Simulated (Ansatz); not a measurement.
Start from `NC1O[SiH2]1` and change one atom or group to get `[SeH]C1O[SiH2]1`.

Ansatz, PBE0-D4/def2-TZVP geometries, multiplicity 1. Each molecule was computed in one conformer, which needn't be the lowest.

Scalar relativity is left out up to krypton.

```json
{"property": "size of the dipole moment (PBE/def2-TZVPP) / D", "`NC1O[SiH2]1`": "0.91"}
{"property": "LUMO energy (PBE/def2-TZVPP) / eV", "`NC1O[SiH2]1`": "-1.30"}
{"property": "HOMO energy (ωB97M-V/def2-TZVPP) / eV", "`NC1O[SiH2]1`": "-9.30"}
{"property": "LUMO energy (B3LYP/def2-TZVPP) / eV", "`NC1O[SiH2]1`": "-0.71"}
{"property": "LUMO energy (PBE0/def2-TZVPP) / eV", "`NC1O[SiH2]1`": "-0.46"}
{"property": "HOMO–LUMO gap (ωB97M-V/def2-TZVPP) / eV", "`NC1O[SiH2]1`": "10.57"}
```

Problem. What does the change do to each property? (An estimate is asked.)

Solution. Ansatz gave: 
```json
{"property": "size of the dipole moment (PBE/def2-TZVPP) / D", "`[SeH]C1O[SiH2]1`": "2.20", "shift": "1.29"}
{"property": "LUMO energy (PBE/def2-TZVPP) / eV", "`[SeH]C1O[SiH2]1`": "-1.85", "shift": "-0.55"}
{"property": "HOMO energy (ωB97M-V/def2-TZVPP) / eV", "`[SeH]C1O[SiH2]1`": "-8.85", "shift": "0.45"}
{"property": "LUMO energy (B3LYP/def2-TZVPP) / eV", "`[SeH]C1O[SiH2]1`": "-1.24", "shift": "-0.53"}
{"property": "LUMO energy (PBE0/def2-TZVPP) / eV", "`[SeH]C1O[SiH2]1`": "-1.02", "shift": "-0.56"}
{"property": "HOMO–LUMO gap (ωB97M-V/def2-TZVPP) / eV", "`[SeH]C1O[SiH2]1`": "9.61", "shift": "-0.96"}
```

With PBE0 the HOMO rises by 0.35 eV and the LUMO falls by 0.56 eV, so the gap narrows by about 0.91 eV. PBE moves the HOMO by 0.15 eV and ωB97M-V by 0.45 eV. Dipoles are sizes alone; their direction can turn.

B3LYP here is the variant with VWN-RPA as its local correlation; programs differ in this.

Spin–orbit coupling is left out; it splits and shifts lone-pair levels of the heavy atoms by tenths of an eV.
